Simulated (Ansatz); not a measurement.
`C[Si](C)(N)N` → `C[SiH](N)CN`  (isomerisation)

Isolated molecules relaxed with PBE0-D4/def2-TZVP in Ansatz; ΔE leaves out vibrations. CCSD(T)/CBS adds triple-zeta CCSD(T) − MP2 to the extrapolated MP2 energy (def2 sets, frozen cores). DFT in def2-TZVPP. B3LYP here is the variant with VWN-RPA as its local correlation; programs differ in this. Each species was taken in one conformer, which may not be the lowest.

```
             level  ΔE (kJ/mol)  difference from CCSD(T)/CBS
            PBE-D4        147.3                        -12.2
         r2SCAN-D4        159.8                          0.3
           PBE0-D4        151.7                         -7.8
          B3LYP-D4        154.7                         -4.8
           ωB97X-V        152.0                         -7.5
           ωB97M-V        157.0                         -2.5
            B2PLYP        157.4                         -2.1
               PBE        146.6                        -12.9
            r2SCAN        159.7                          0.2
              PBE0        151.1                         -8.4
             B3LYP        153.6                         -5.9
     HF/def2-TZVPP        158.3                         -1.2
    MP2/def2-TZVPP        162.2                          2.7
SCS-MP2/def2-TZVPP        157.7                         -1.8
   CCSD/def2-TZVPP        156.8                         -2.7
CCSD(T)/def2-TZVPP        156.2                         -3.3
     HF/def2-QZVPP        159.2                         -0.3
    MP2/def2-QZVPP        164.4                          4.9
SCS-MP2/def2-QZVPP        160.0                          0.5
      HF/CBS(def2)        159.3                         -0.2
     MP2/CBS(def2)        165.5                          6.0
    CCSD/CBS(def2)        160.1                          0.6
       CCSD(T)/CBS        159.5                            0
```

Largest T1 diagnostic among the species: 0.009.

From PBE to PBE0 (25 % exact exchange), in def2-TZVPP and without D4, ΔE moves by +4.5 kJ/mol.
